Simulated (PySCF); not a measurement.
# Correlation energy of Xe³⁺ (xenon, charge +3)

[Kr] 4d10 5s2 5p3, high-spin 4S determinant. Computed with PySCF 2.14 in aug-cc-pVQZ-DK3, with the spin-free X2C one-electron Hamiltonian (Gaussian nucleus). Frozen: [Kr] 4d10; 5 electrons correlated.

```tsv
level	correlation energy (mhartree)
CCSD	-85.10
(T)	-2.28
CCSD(T)	-87.38
```

Diagnostics: T1 = 0.0017, D1 = 0.0035, largest double amplitude 0.046.

Cost of the coupled-cluster step: of the order of 24 core-seconds, for 5 correlated electrons.
